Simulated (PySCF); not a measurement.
Species: 4-dimethylaminostyrene, C₁₀H₁₃N.
SMILES with atom numbers: `[CH2:1]=[CH:2][c:3]1[cH:4][cH:5][c:6]([N:7]([CH3:8])[CH3:9])[cH:10][cH:11]1` (hydrogens: H12, H13 on C1; H14 on C2; H15 on C4; H16 on C5; H17, H18, H19 on C8; H20, H21, H22 on C9; H23 on C10; H24 on C11)

A GFN2-xTB structure was refined with PBE0-D3(BJ)/def2-SVP geometry optimisation, gas phase in PySCF. Its GFN2-xTB values:

| coordinate | GFN2-xTB |
| --- | --- |
| C1=C2 | 1.359 Å |
| C1–H12 | 1.073 Å |
| C1–H13 | 1.031 Å |
| C2–C3 | 1.467 Å |
| C2–H14 | 1.076 Å |
| C3–C4 | 1.367 Å |
| C4–C5 | 1.412 Å |
| C4–H15 | 1.056 Å |
| C5–C6 | 1.405 Å |
| C5–H16 | 1.072 Å |
| C6–N7 | 1.361 Å |
| N7–C8 | 1.445 Å |
| C8–H17 | 1.091 Å |
| C8–H19 | 1.099 Å |
| C2–C3–C4 | 117.9° |
| C2–C3–C11 | 122.7° |
| C3–C4–C5 | 120.3° |
| C4–C3–C11 | 119.4° |
| C4–C5–C6 | 121.0° |
| C5–C6–N7 | 122.2° |
| C6–N7–C8 | 119.6° |
| C8–N7–C9 | 118.2° |
| C5–C6–N7–C8 | 3° |

Task: How do these coordinates change at the PBE0-D3(BJ)/def2-SVP level?

Result: 
| coordinate | PBE0-D3(BJ)/def2-SVP (Å or °) | change |
| --- | --- | --- |
| C1–H13 | 1.092 | +0.061 |
| C4–H15 | 1.094 | +0.038 |
| C3–C4 | 1.402 | +0.035 |
| C4–C5 | 1.388 | -0.024 |
| C1–H12 | 1.094 | +0.021 |
| C2–H14 | 1.097 | +0.021 |
| C1=C2 | 1.340 | -0.019 |
| C5–H16 | 1.089 | +0.017 |
| C6–N7 | 1.375 | +0.014 |
| C8–H17 | 1.104 | +0.013 |
| C8–H19 | 1.107 | +0.008 |
| N7–C8 | 1.438 | -0.007 |
| C5–C6 | 1.411 | +0.006 |
| C2–C3 | 1.463 | -0.004 |
| C4–C3–C11 | 116.5 | -2.9 |
| C3–C4–C5 | 122.4 | +2.1 |
| C2–C3–C4 | 119.9 | +2.0 |
| C8–N7–C9 | 119.7 | +1.5 |
| C2–C3–C11 | 123.6 | +0.9 |
| C5–C6–N7 | 121.6 | -0.6 |
| C4–C5–C6 | 120.8 | -0.2 |
| C6–N7–C8 | 119.8 | +0.2 |
| C5–C6–N7–C8 | 4 | +1 |

The energy falls by 0.325 eV over 14 energy and gradient evaluations, the largest force component goes from 0.0575 to 2.8e-04 Eh/bohr, and the atoms move by 0.103 Å rms after alignment. The bond that changes most is C1–H13 (terminal =CH2 carbon to vinylic hydrogen), which lengthens by 0.061 Å. Bonds longer at the end by more than 0.005 Å: 15 of 24; shorter: 6. Among the dihedrals that turn most is C9–N7–C8–H19, from -95° to -109°. Rotational constants go from 3236, 583.2, 497.9 to 3229, 577.5, 493.0 MHz.

The run used 219 basis functions and 100 SCF cycles in all. The run took 3.1 min of wall time on an AMD EPYC 9R45 with one thread (shared host), and the process peaked at 0.95 GiB of memory.

Stationary, but not proved a minimum. The numbers are those of one conformer.
